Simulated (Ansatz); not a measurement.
Consider the atomization: `C=C(N)B(C)O` → B• + 3 C• + 8 H• + N• + O•.

Program: Ansatz. Geometries: PBE0-D4/def2-TZVP. ΔE: electronic, gas phase. CBS: MP2 limit from def2 TZ/QZ plus the TZ coupled-cluster correction, frozen cores. This one scheme is used for every species, atoms too. DFT in def2-TZVPP. B3LYP here is the variant with VWN-RPA as its local correlation; programs differ in this. No spin–orbit coupling; open shells (•) take unrestricted orbitals. Spin–orbit coupling would lower the free atoms: a little for B, C, O. One conformer a species, not always the lowest.

| level | ΔE (kJ/mol) | difference from CCSD(T)/CBS |
| --- | --- | --- |
| r2SCAN-D4 | 5756.4 | 36.8 |
| PBE0-D4 | 5774.1 | 54.5 |
| ωB97X-V | 5736.8 | 17.2 |
| ωB97M-V | 5758.9 | 39.3 |
| B2PLYP | 5689.4 | -30.2 |
| PBE | 5863.6 | 144.0 |
| PBE0 | 5751.6 | 32.0 |
| B3LYP | 5711.8 | -7.8 |
| HF/def2-TZVPP | 4180.8 | -1538.8 |
| MP2/def2-TZVPP | 5683.0 | -36.6 |
| SCS-MP2/def2-TZVPP | 5648.2 | -71.4 |
| CCSD/def2-TZVPP | 5489.6 | -230.0 |
| HF/def2-QZVPP | 4187.5 | -1532.1 |
| SCS-MP2/def2-QZVPP | 5743.5 | 23.9 |
| MP2/CBS(def2) | 5825.7 | 106.1 |
| CCSD/CBS(def2) | 5632.3 | -87.3 |
| CCSD(T)/CBS | 5719.6 | 0 |

Largest T1 diagnostic among the species: 0.014.

The D4 term adds +42.4 kJ/mol with B3LYP and +22.5 kJ/mol with PBE0; it sums over pairs of atoms, weighted by their polarisabilities, and B3LYP, whose exchange is more repulsive, gets the larger term. In def2-TZVPP, CCSD(T) changes the Hartree–Fock value by +1396.1 kJ/mol (the triples alone add +87.3 kJ/mol) and MP2 by +1502.2 kJ/mol; breaking electron pairs costs correlation energy, which Hartree–Fock lacks.

For atomizations the MP2-based limit and the directly extrapolated one differ by several kJ/mol either way, and by 10 to 25 for some Ge, Se and Sn compounds, so smaller differences from it don't rank the levels.
